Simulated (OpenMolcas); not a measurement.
# Multiplet structure of Ga III

```json
{"Program": "OpenMolcas", "Method": "XMS-CASPT2, IPEA 0.25 Eh, imaginary shift 0.1 Eh (closed shells correlated: 3d)", "Basis": "ANO-RCC-VTZP [6s5p3d1f]", "Scalar Hamiltonian": "DKH2, point nucleus", "Active space": "1 electron in 4 orbitals (4s 4p)", "State averaging": "2S+1 = 2 even, 1 root; 2S+1 = 2 odd, 3 roots", "Spin-orbit coupling": "state interaction with AMFI integrals over the reference wave functions, term energies averaged over their components"}
```

With spin-orbit coupling, above the lowest level:

| Configuration | Term | J | E (cm⁻¹) | Measured (cm⁻¹) | g | Term weight % |
| --- | --- | --- | --- | --- | --- | --- |
| 4s | ²S | 1/2 | 0.0 | 0.0 | 2.002 | 100 |
| 4p | ²P° | 1/2 | 65036 | 65169 | 0.666 | 100 |
| 4p | ²P° | 3/2 | 66417 | 66888 | 1.334 | 100 |

Against the 2 measured excited levels shown (Shirai, Reader, Kramida and Sugar, J. Phys. Chem. Ref. Data 36, 509 (2007)) the mean absolute deviation is 300 cm-1; the largest miss in energy is 4p ²P°_3/2: computed 66417, measured 66888 cm⁻¹ (-0.7 %).

With one active electron, CASPT2 adds the correlation within the correlated inactive shells and between them and that electron, and leaves the splitting within a term as the reference gives it. Computed and measured levels are paired by configuration, term and J; levels that our copy of the source lacks, or whose pairing is in doubt (as where it misses far off the trend of its configuration), stay unpaired and out of the deviations. Levels of configurations outside the active space are missing.

The term weight is that of the spin-free term in the level, not the purity of its configuration. ° marks odd parity.
